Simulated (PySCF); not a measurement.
Electric field gradients and quadrupole coupling constants

Compound: C₅H₉NOSi₂.
Z-matrix (Å and degrees, GFN2-xTB geometry), rows numbered from 1:
```
O 
C   1  1.2063
N   2  1.3397  1  122.19
Si  3  1.7648  2  115.87  1     0.08
C   4  1.8869  3  102.96  2  -179.98
C   5  1.3466  4  124.37  3   -74.29
Si  6  1.8866  5  110.64  4  -179.75
C   7  1.8839  6   88.44  5    -0.19
C   8  1.3368  7  109.48  6     0.39
H   2  1.1057  1  122.66  3  -179.92
H   3  1.0070  2  119.25  1   179.83
H   4  1.4607  3  108.08  2    62.23
H   4  1.4604  3  108.09  2   -61.62
H   6  1.0780  5  121.62  4    -0.26
H   7  1.4625  6  113.40  5   115.08
H   7  1.4642  6  113.44  5  -115.21
H   8  1.0773  7  128.25  6  -180.00
H   9  1.0814  5  118.81  4    -0.05
```

Field gradients from the PBE0/pcSseg-1 density (PySCF, non-relativistic), principal values in atomic units, ordered |Vxx| ≤ |Vyy| ≤ |Vzz|:

```tsv
atom	Vxx	Vyy	Vzz
O1	0.6937	0.8445	-1.5382
N3	0.1528	0.4993	-0.6521
```

Task: Find the asymmetry η = (Vxx − Vyy)/Vzz and the couplings χ = eQV/h (234.96 MHz × Q in barn × V in au), with Q(17O) = −0.0256 b, Q(14N) = 0.02044 b.

Result: 
```
atom     environment  nucleus     η  χzz (MHz)  χxx (MHz)  χyy (MHz)
  O1    amide oxygen      17O  0.10       9.25      -4.17      -5.08
  N3  amide nitrogen      14N  0.53     -3.132      0.734      2.398
```

The tensor is traceless: Vxx + Vyy + Vzz = 0.

Task: What is Vzz at N3 in SI units (1 au = 9.71736 × 10²¹ V/m²)?

Result: -0.6521 au = -6.336 × 10²¹ V/m².

Task: And the gradient at the other heavy atoms, for which no coupling is worked out here?

Result: 
```
atom                      environment  Vzz (au)     η
  C2            amide carbonyl carbon     0.439  0.38
 Si4                     SiH2 silicon     0.495  0.56
  C5  fully substituted alkene carbon     0.376  0.32
  C6                 alkene CH carbon     0.354  0.19
 Si7                     SiH2 silicon     0.300  0.18
  C8                 alkene CH carbon     0.323  0.25
  C9                 alkene CH carbon     0.352  0.38
```

Task: What couplings would deuterons (Q(2H) = 0.00286 b) have in place of the hydrogens, at this geometry?

Result: 
```csv
atom,bonded to,bond length (Å),Vzz (au),η,χzz (kHz)
H10,C2,1.106,0.2743,0.05,184
H11,N3,1.007,0.4178,0.15,281
H12,Si4,1.461,0.1629,0.03,109
H13,Si4,1.460,0.1621,0.02,109
H14,C6,1.078,0.3378,0.03,227
H15,Si7,1.462,0.1639,0.01,110
H16,Si7,1.464,0.1629,0.01,109
H17,C8,1.077,0.3411,0.03,229
H18,C9,1.081,0.3242,0.05,218
```

Geometry: GFN2-xTB, one conformer, isolated molecule. GFN2-xTB frequencies show an imaginary mode (32i cm⁻¹), so this geometry is no minimum at that level. GFN2-xTB bond lengths can be off by several hundredths of an ångström, more for odd bonds, and the gradients follow them. With so small a basis the couplings can be 20 % off.
